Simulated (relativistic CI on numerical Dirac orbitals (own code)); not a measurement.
## Energy levels of Eu XIII

Calculated at this level of theory: Dirac-Coulomb-Breit CI, separate exchange-only KLI orbitals for each configuration, a model potential for QED, unscaled Slater integrals (own radial code, finite nucleus).

Configuration list (outside the closed core [Kr]): 4d10 4f3 5s2, 4d10 4f5, 4d10 4f4 5s, 4d10 4f2 5s2 5p, 4d10 4f3 5s 5p, 4d10 4f4 5p, 4d10 4f2 5s 5p2, 4d10 4f3 5s 5d, 4d10 4f 5s2 5p 5d, 4d10 4f2 5s2 5d, 4d10 4f4 5d, 4d10 4f3 5s 5f, 4d10 4f 5s2 5p 6s, 4d9 4f4 5s2, 4d10 4f4 6s, 4d10 4f2 5s2 6s, 4d10 4f3 5p 6s, 4d10 4f2 5s2 5f, 4d10 4f2 5s2 6p, 4d10 4f3 5s 6s, 4d10 4f2 5s2 7s, 4d10 4f 5s2 5f 6s, 4d10 4f 5s2 5p2, 4d10 5s2 5p3, 4d10 4f 5s 5p3, 4d10 4f 5s 5p2 5d, 4d10 5s2 5p2 5d, 4d10 4f 5s 5p2 5f, 4d10 4f 5s2 6s2, 4d10 5s2 5p 6s2, 4d10 4f 5s 5p 6s2, 4d10 4f 5s 5d 6s2, 4d10 5s2 5d 6s2, 4d10 4f 5s 5f 6s2. Double excitations out of closed p, d and f shells are left out; levels of such configurations are missing from the list, as are those of other unlisted configurations, and high levels can miss mixing partners.

The lowest level is 4d10 4f3 5s2 4I°_9/2, with 96 % of that term; Hund's rules for 4d10 4f3 5s2 give 4I° with J = 9/2, in agreement.

| No. | Configuration | Term | J | E (cm⁻¹) | % | Next component (%) | Landé g | Lifetime (s) |
| --- | --- | --- | --- | --- | --- | --- | --- | --- |
| 1 | 4d10 4f3 5s2 | 4I° | 9/2 | 0.0 | 96 | 4 2H° | 0.732 |  |
| 2 | 4d10 4f3 5s2 | 4I° | 11/2 | 3720.8 | 98 | 1 2H° | 0.965 | 4.65e-01 |
| 3 | 4d10 4f3 5s2 | 4I° | 13/2 | 7607.2 | 99 | 1 2K° | 1.106 | 3.55e-01 |
| 4 | 4d10 4f3 5s2 | 4I° | 15/2 | 11577.8 | 98 | 2 2K° | 1.197 | 5.00e-01 |
| 5 | 4d10 4f3 5s2 | 4F° | 3/2 | 22155.6 | 92 | 6 2D° | 0.434 |  |
| 6 | 4d10 4f3 5s2 | 2H° | 9/2 | 22772.9 | 68 | 19 2G° | 0.979 | 6.80e-02 |
| 7 | 4d10 4f3 5s2 | 4F° | 5/2 | 24237.6 | 97 | 3 2D° | 1.031 | 2.73e+00 |
| 8 | 4d10 4f3 5s2 | 4S° | 3/2 | 25893.3 | 93 | 6 2P° | 1.943 | 1.26e+01 |
| 9 | 4d10 4f3 5s2 | 4F° | 7/2 | 25958.4 | 88 | 11 2G° | 1.196 | 2.51e+00 |
| 10 | 4d10 4f3 5s2 | 4F° | 9/2 | 28230.2 | 76 | 17 2H° | 1.245 | 2.03e-01 |
| 11 | 4d10 4f3 5s2 | 2H° | 11/2 | 29170.2 | 94 | 4 4G° | 1.096 | 8.02e-02 |
| 12 | 4d10 4f3 5s2 | 2G° | 7/2 | 32126.8 | 69 | 20 4G° | 0.944 | 1.86e-01 |
| 13 | 4d10 4f3 5s2 | 4G° | 5/2 | 33155.4 | 98 | 2 2F° | 0.574 | 2.34e+00 |
| 14 | 4d10 4f3 5s2 | 2K° | 13/2 | 34616.3 | 98 | 1 2I° | 0.934 | 8.51e-02 |
| 15 | 4d10 4f3 5s2 | 4G° | 7/2 | 36383.1 | 78 | 19 2G° | 0.968 | 3.23e-01 |
| 16 | 4d10 4f3 5s2 | 4G° | 9/2 | 37144.3 | 51 | 30 2G° | 1.141 | 9.03e-02 |
| 17 | 4d10 4f3 5s2 | 2K° | 15/2 | 38539.8 | 93 | 5 2L° | 1.062 | 5.61e-02 |
| 18 | 4d10 4f3 5s2 | 2D° | 3/2 | 39666.4 | 46 | 43 2P° | 1.074 | 5.44e-02 |
| 19 | 4d10 4f3 5s2 | 4G° | 9/2 | 39791.8 | 46 | 44 2G° | 1.147 | 1.05e-01 |
| 20 | 4d10 4f3 5s2 | 4G° | 11/2 | 41452.1 | 93 | 7 2H° | 1.260 | 2.13e-01 |
| 21 | 4d10 4f3 5s2 | 2P° | 1/2 | 43234.6 | 94 | 5 4D° | 0.630 | 1.41e-01 |
| 22 | 4d10 4f3 5s2 | 2D° | 5/2 | 44195.2 | 97 | 3 4F° | 1.194 | 9.02e-02 |
| 23 | 4d10 4f3 5s2 | 2P° | 3/2 | 49463.1 | 48 | 47 2D° | 1.074 | 4.35e-02 |
| 24 | 4d10 4f3 5s2 | 2I° | 11/2 | 53425.7 | 86 | 13 2H° | 0.945 | 1.61e-01 |
| 25 | 4d10 4f3 5s2 | 4D° | 3/2 | 54246.0 | 76 | 21 2D° | 1.116 | 4.05e-01 |
| 26 | 4d10 4f3 5s2 | 4D° | 5/2 | 54689.4 | 76 | 21 2D° | 1.320 | 1.76e-01 |
| 27 | 4d10 4f3 5s2 | 2L° | 15/2 | 54782.8 | 95 | 5 2K° | 0.946 | 9.11e-02 |
| 28 | 4d10 4f3 5s2 | 4D° | 1/2 | 55628.4 | 94 | 5 2P° | 0.031 | 4.80e-01 |
| 29 | 4d10 4f3 5s2 | 2I° | 13/2 | 55911.9 | 98 | 1 2K° | 1.074 | 1.37e-01 |
| 30 | 4d10 4f3 5s2 | 2L° | 17/2 | 57614.7 | 100 |  | 1.058 | 2.12e-01 |

Energies count from the lowest computed level; ° marks odd parity; lifetimes are radiative, by E1, M1, E2, M2, E3 decay to levels of this space only; some are left blank where a channel outside the calculation adds to the decay or the decay crosses a small, uncertain gap.

The mean weight of the leading LS term, summed over parents, in these 30 levels is 85 %, and that of the leading jj configuration (from the same eigenvectors) 62 %, so LS coupling describes them better.

At this charge transitions that keep the count of f electrons are usually good to a few per cent. Terms inside the open d or f shell come out 10 to 20 % too wide with unscaled integrals. Levels and lines within the n = 5 or 6 shells can be off by up to 10 % or somewhat more, and those that change n by about 2 %, since core polarisation is missing. Levels that differ in their count of f electrons can be misplaced by several ten thousand cm⁻¹, since the correlation energy of f electrons is missing or only estimated; rates across such gaps can be off by orders of magnitude.

Landé's interval rule says that E(J) − E(J−1) = AJ with one A. For the ground term the intervals give A = 676.5, 597.9, 529.4 cm⁻¹ for J = 11/2, 13/2, 15/2; the multiplet is regular.

LS names give the leading component of a level, which can be under half, so a name can repeat, a term be missing and a line seem to break the LS rules.
